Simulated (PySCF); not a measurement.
Zn(NH2)(SMe) (CH₅NSZn), SMILES [S](C)[Zn][NH2].

The structure is a stationary point at ωB97X-D3(BJ)/def2-SVP. The structure was generated by enumeration; whether it is a known compound was not checked. Other conformers were not sampled.

All values below come from M06-2X/def2-TZVP in PySCF.

Symmetry labels are those of the subgroup Cs that the program uses (full group Cs).

List the valence orbital energies around the gap with their symmetry. (The exact figures need the calculation; the answer reports its results.)


```csv
orbital,symmetry,energy (eV)
HOMO−7,A",-14.16
HOMO−6,A',-13.42
HOMO−5,A",-13.31
HOMO−4,A',-11.84
HOMO−3,A',-11.18
HOMO−2,A',-9.03
HOMO−1,A',-8.27
HOMO,A",-7.80
LUMO,A',-0.01
LUMO+1,A",0.41
LUMO+2,A',0.43
LUMO+3,A',2.08
```
